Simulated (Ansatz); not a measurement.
CH₆Se₂Si (`C[Se][Se][SiH3]`), charge 0, multiplicity 1.

(1) Give a relaxed structure at PBE0-D4/def2-TZVP (the Gaussian-basis code of Ansatz). (An estimate is asked.)

## Answers

(1) Computed: 
Z-matrix (Å, degrees):
```
C
Se 1 1.946
H 1 1.088 2 110.1
H 1 1.087 2 110.0 3 122.5
H 1 1.091 2 106.0 3 -118.6
Se 2 2.335 1 99.4 3 -61.0
Si 6 2.281 2 93.6 1 88.4
H 7 1.482 6 110.5 2 63.2
H 7 1.487 6 107.1 2 -176.8
H 7 1.485 6 109.8 2 -57.9
```
This is one stationary point; other conformers may exist.
